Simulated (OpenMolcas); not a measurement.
**Re3+: moving or changing the point charges**

Re3+ among 5 point charges of -1 e arranged as a trigonal bipyramid (D3h), 1.91 Å from the ion, with the axial distance 1.738 Å.
```
   1.9100    0.0000    0.0000  -1.00
  -0.9550    1.6541    0.0000  -1.00
  -0.9550   -1.6541    0.0000  -1.00
   0.0000    0.0000    1.7381  -1.00
   0.0000    0.0000   -1.7381  -1.00
```

```
Program             : OpenMolcas 26.06
Method              : SS-CASPT2, IPEA 0.25 Eh, imaginary shift 0.1 Eh (closed shells correlated: 4f 5s 5p)
Basis               : ANO-RCC-VTZP [8s7p5d3f2g1h]
Scalar Hamiltonian  : DKH2, point nucleus
Active space        : 4 electrons in 5 orbitals (5d)
State averaging     : 2S+1 = 5 even, 5 roots; 2S+1 = 3 even, 45 roots; 2S+1 = 1 even, 50 roots
Spin-orbit coupling : state interaction with AMFI integrals over the reference wave functions
```

Runs around this geometry, states (labels of D3, the rotations of D3h). Energies in cm-1 above the lowest state or level, χT in cm3 K/mol.

```json
{"R (Å)": "1.91", "q (e)": "-0.65", "Ground state": "5A1", "First state of that spin": "5E 7520", "First gap with spin-orbit (degeneracies)": "1660 (1, 2)", "χT at 300 K": "0.277", "First state of another spin": "3A2 15260"}
{"R (Å)": "1.91", "q (e)": "-1", "Ground state": "5A1", "First state of that spin": "5E 10620", "First gap with spin-orbit (degeneracies)": "1280 (1, 2)", "χT at 300 K": "0.479", "First state of another spin": "3E 15010"}
{"R (Å)": "2.05", "q (e)": "-1", "Ground state": "5A1", "First state of that spin": "5E 8190", "First gap with spin-orbit (degeneracies)": "1500 (1, 2)", "χT at 300 K": "0.340", "First state of another spin": "3E 15240"}
```

Taking the first state of the same spin as R^-n, n = -ln(8190 / 10620) / ln(2.05 / 1.91) = 3.7 between the shortest and longest distance.

Scaling the charges by -0.65 / -1 = 0.65 scales the first state of the same spin by 7520 / 10620 = 0.71; with fixed orbitals a first-order splitting would follow the charge.

Roots that are degenerate in the reference are averaged as groups; the widest CASPT2 spread within a group is 230 cm-1 (the 2-fold group of multiplicity 5 near 12000 cm-1 above the lowest state of its run, R = 1.91, q = -1). Shifts and gaps below about the spread of the groups concerned are not significant. Point charges give a weaker field than real ligands, and real ions of this kind are as a rule low spin; the high spin found here belongs to the model. Free-ion shares, where given, are those of the reference states; single-state CASPT2 does not remix them. Spin-orbit coupling mixes the spin-free states strongly: the lowest level takes only 53 % from its leading state, 5A1 (figures for R = 1.91, q = -0.65; the like holds for R = 1.91, q = -1, R = 2.05, q = -1). Point charges carry no covalency, so the field is a model and not that of real ligands. No measured value stands beside these numbers.
